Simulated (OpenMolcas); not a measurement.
## 3d3 along the 21-electron sequence

```
Program             : OpenMolcas 26.06
Method              : MS-RASPT2, IPEA 0.25 Eh, imaginary shift 0.1 Eh
Basis               : ANO-RCC-VQZP
Scalar Hamiltonian  : DKH2, point nucleus
Spin-orbit coupling : RASSI with atomic mean-field integrals over the reference wave functions, term energies averaged over their components
```

Active space for each ion: 9 electrons in 8 orbitals (RAS1 3p, at most 2 holes; RAS2 3d); closed shells correlated by CASPT2: 3s.

Computed levels in cm-1 above 4F 3/2:

```tsv
Level	V2+	Cr3+	Mn4+	Fe5+	Co6+	Ni7+
4F 5/2	164	258	374	533	744	965
4F 7/2	388	609	881	1250	1735	2240
4F 9/2	668	1044	1505	2130	2930	3760
2G 7/2	11850	15050	18240	20980	23670	26500
4P 1/2	12050	14580	17210	19480	21760	24160
2G 9/2	12090	15420	18760	21700	24640	27700
4P 3/2	12120	14690	17350	19660	21980	24400
4P 5/2	12320	15000	17810	20330	22950	25700
2P 1/2	15380	19580	23550	27000	30370	33880
weight of 4F in the lowest level (%)	100	100	100	100	100	100
```

Measured, with the error of the calculation in %. Measured levels: V2+ from Sugar and Corliss, J. Phys. Chem. Ref. Data 7, 1191 (1978); Cr3+ from Sugar and Corliss, J. Phys. Chem. Ref. Data 6, 317 (1977); Mn4+ from Corliss and Sugar, J. Phys. Chem. Ref. Data 6, 1253 (1977); Fe5+ from Corliss and Sugar, J. Phys. Chem. Ref. Data 11, 135 (1982); Co6+ from Sugar and Corliss, J. Phys. Chem. Ref. Data 10, 1097 (1981); Ni7+ from Corliss and Sugar, J. Phys. Chem. Ref. Data 10, 197 (1981).

```json
{"Level": "4F 5/2", "V2+": "146 (+12.5)", "Cr3+": "236 (+9.3)", "Mn4+": "359 (+4.2)", "Fe5+": "511 (+4.3)", "Co6+": "698 (+6.6)", "Ni7+": "1012 (-4.6)"}
{"Level": "4F 7/2", "V2+": "342 (+13.6)", "Cr3+": "556 (+9.6)", "Mn4+": "835 (+5.5)", "Fe5+": "1188 (+5.2)", "Co6+": "1610 (+7.7)", "Ni7+": "2184 (+2.6)"}
{"Level": "4F 9/2", "V2+": "584 (+14.5)", "Cr3+": "946 (+10.5)", "Mn4+": "1412 (+6.6)", "Fe5+": "2001 (+6.2)", "Co6+": "2723 (+7.6)", "Ni7+": "3721 (+1.1)"}
{"Level": "2G 7/2", "V2+": "11966 (-1.0)", "Cr3+": "15052 (0)", "Mn4+": "17892 (+1.9)", "Fe5+": "20616 (+1.7)", "Co6+": "", "Ni7+": ""}
{"Level": "4P 1/2", "V2+": "11514 (+4.7)", "Cr3+": "14059 (+3.7)", "Mn4+": "16434 (+4.7)", "Fe5+": "18738 (+3.9)", "Co6+": "21096 (+3.2)", "Ni7+": "23261 (+3.9)"}
{"Level": "2G 9/2", "V2+": "12187 (-0.8)", "Cr3+": "15402 (+0.1)", "Mn4+": "18399 (+2.0)", "Fe5+": "21315 (+1.8)", "Co6+": "", "Ni7+": ""}
{"Level": "4P 3/2", "V2+": "11592 (+4.6)", "Cr3+": "14177 (+3.6)", "Mn4+": "16595 (+4.6)", "Fe5+": "18942 (+3.8)", "Co6+": "21304 (+3.2)", "Ni7+": "23710 (+2.9)"}
{"Level": "4P 5/2", "V2+": "11770 (+4.7)", "Cr3+": "14471 (+3.7)", "Mn4+": "17049 (+4.5)", "Fe5+": "19611 (+3.7)", "Co6+": "22187 (+3.5)", "Ni7+": "24669 (+4.2)"}
{"Level": "2P 1/2", "V2+": "15580 (-1.3)", "Cr3+": "19519 (+0.3)", "Mn4+": "23082 (+2.0)", "Fe5+": "26496 (+1.9)", "Co6+": "", "Ni7+": ""}
```

The fine-structure level 4F 9/2 changes by a factor of 5.63 from V2+ to Ni7+. Its fourth root runs 5.08, 5.68, 6.23, 6.79, 7.36, 7.83, with steps per unit of Z of 0.60, 0.54, 0.57, 0.56, 0.47; equal steps would mean a (Z - σ)^4 law with constant σ.

2G 7/2 changes by a factor of 2.24 over the same range, with steps per unit of Z of +3200, +3190, +2740, +2690, +2830 cm-1.

CASPT2 does not keep the components of a term degenerate, so their means are used; among the terms shown or strongly mixed into the levels shown the widest spread is 1600 cm-1 (3d3 4F, Cr3+). Active for correlation alone: 3p; no level in the range computed is led by a configuration that opens it, so any true level of that kind is missing. The CASPT2 spread within a term exceeds the gap to the next term for 3d3 2G and 3d3 4P, so the order of their levels is uncertain (holds for V2+). Measured partners are found by configuration, term and J. A level has none where our copy of the source lacks it or the pairing is in doubt (some pairs that miss far off the trend of their configuration count as doubtful), and it then counts in no deviation. Only configurations of the active space appear.
